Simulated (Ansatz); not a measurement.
Relaxation of BFH$_{6}$OSi (10 atoms, charge 0, multiplicity 1), to a largest force component of 0.03 eV/Å in at most 50 steps.

The calculation used RHF/def2-SVP (Ansatz).

```xyz
10
Properties=species:S:1:pos:R:3
B 0.104 0.662 0.114
F -0.006 0.461 1.417
H 1.203 0.776 -0.344
H -0.900 0.822 -0.516
O -0.006 -1.938 0.270
Si -0.782 -3.336 -0.156
H 0.111 -4.508 -0.012
H -1.988 -3.547 0.678
H -1.176 -3.188 -1.568
H 0.094 -1.652 1.189
```

Problem. Where does it end, and by what steps?

Solution. The run converged. After 13 steps the energy has fallen by 0.083 eV; H3 moved furthest, 0.66 Å.

```tsv
step	energy less start (eV)	largest force component (eV/Å)	accepted
0	0.0000	1.171	yes
1	-0.0008	0.840	yes
2	-0.0330	0.560	yes
3	-0.0391	0.643	yes
4	-0.0514	0.702	yes
5	-0.0646	0.289	yes
6	-0.0715	0.320	yes
7	-0.0758	0.175	yes
8	-0.0226	1.079	no
9	-0.0797	0.168	yes
10	-0.0818	0.086	yes
11	-0.0825	0.075	yes
12	-0.0831	0.041	yes
13	-0.0833	0.025	yes
```

```xyz
10
Properties=species:S:1:pos:R:3
B 0.055 0.383 0.058
F 0.278 0.721 1.325
H 1.007 0.221 -0.651
H -1.055 0.518 -0.371
O -0.187 -1.776 0.597
Si -0.746 -3.145 -0.179
H 0.257 -4.227 -0.087
H -2.006 -3.605 0.443
H -0.967 -2.757 -1.582
H 0.016 -1.780 1.521
```

Whether the end is a true minimum wasn't checked by a vibrational analysis.

The run took 27 s on 1 thread of Arm Neoverse V1, on a shared host, peak memory 0.15 GiB.
